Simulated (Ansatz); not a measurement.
Program: Ansatz. Geometries: PBE0-D4/def2-TZVP. ΔE: electronic, gas phase. CCSD(T)/CBS adds triple-zeta CCSD(T) − MP2 to the extrapolated MP2 energy (def2 sets, frozen cores). This one scheme is used for every species. DFT in def2-TZVPP. Each species was taken in one conformer, which may not be the lowest.

`CC(C)(C)[O][AlH2]` + `N[SiH](O)O` → `CO[SiH](N)O` + `CC(C)[O][AlH2]`  (substitution at a C–C bond)

| level | ΔE (kJ/mol) |
| --- | --- |
| r2SCANh-D4 | 69.6 |
| HF/def2-SVP | 45.3 |
| HF/def2-TZVPP | 51.7 |
| SCS-MP2/def2-TZVPP | 72.4 |

Question: What does CCSD(T)/CBS give? (Estimate.)

Answer: Ansatz gave: +75.3 kJ/mol. The listed levels differ from it by -5.7, -30.0, -23.6, -2.9 kJ/mol.

Largest T1 diagnostic among the species: 0.012.

The D4 term adds +6.0 kJ/mol with B3LYP and +3.2 kJ/mol with PBE0; it sums over pairs of atoms, weighted by their polarisabilities, and B3LYP, whose exchange is more repulsive, gets the larger term. In def2-TZVPP, CCSD(T) changes the Hartree–Fock value by +21.8 kJ/mol (the triples alone add +2.8 kJ/mol) and MP2 by +28.9 kJ/mol. Leaving LDA and LC-ωPBE aside and taking each functional with its dispersion term where it has one, the values, not all of them listed here, spread over 11.9 kJ/mol, from BLYP-D4 to PBE-QIDH. LDA lies +10.6 kJ/mol from PBE without D4.

B3LYP here is the variant with VWN-RPA as its local correlation; programs differ in this.
